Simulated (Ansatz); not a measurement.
`[NH2][GeH]([Br])[Br]` → Br₂ + `[NH2][GeH]` at 298.15 K and 1 bar (germylene formation by 1,1-elimination).

Computed with Ansatz on PBE0-D4/def2-TZVP structures; ΔE is electronic, products minus reactants. CCSD(T)/CBS is the MP2 limit (def2-TZVPP, def2-QZVPP) plus CCSD(T) − MP2 in def2-TZVPP, frozen cores. For Br, Ge outer-core shells are correlated without core-valence functions, which leaves a few kJ/mol of doubt a bond. Scalar relativity is left out up to krypton. One conformer a species, not always the lowest.

| species | CCSD(T)/CBS energy (Eh) | H − E (kJ/mol) | S (J/(mol·K)) |
| --- | --- | --- | --- |
| `[NH2][GeH]([Br])[Br]` | -7279.36054 | 114.9 | 366.2 |
| Br₂ | -5146.62008 | 11.7 | 245.1 |
| `[NH2][GeH]` | -2132.60664 | 96.5 | 259.1 |

H − E and S are ideal-gas, rigid-rotor, harmonic terms from PBE0-D4/def2-TZVP, for one conformer and one mirror image of each species. 1 Eh = 2625.50 kJ/mol, R = 8.31446 J/(mol·K).

Task: By hand: ΔE, ΔH, ΔS and ΔG.

Result: ΔE = (-5146.62008) + (-2132.60664) − (-7279.36054) = 0.13382 Eh = 351.3 kJ/mol. Δ(H − E) = 11.7 + 96.5 − 114.9 = -6.7, so ΔH = 344.6 kJ/mol. ΔS = 245.1 + 259.1 − 366.2 = 138.0 J/(mol·K). ΔG = 344.6 − 298.15 × (138.0)/1000 = 303.5 kJ/mol.

Task: By hand: the equilibrium constant, and the temperature at which ΔG would vanish if ΔH and ΔS stayed fixed.

Result: log₁₀ K = −ΔG/(RT ln 10) = -53.2. ΔG = 0 at ΔH/ΔS = 2497 K.

The number of gas molecules changes by +1, which sets the sign of ΔS. A doubt of 5 kJ/mol in ΔE shifts log₁₀ K by 0.9 here. Other conformers and mirror images would add mixing entropy, several J/(mol·K) or more a flexible species. These are equilibria of isolated gas molecules and say nothing of rates. Largest T1 diagnostic: 0.015 (customary marks: 0.02 for closed shells, 0.045 for open ones).
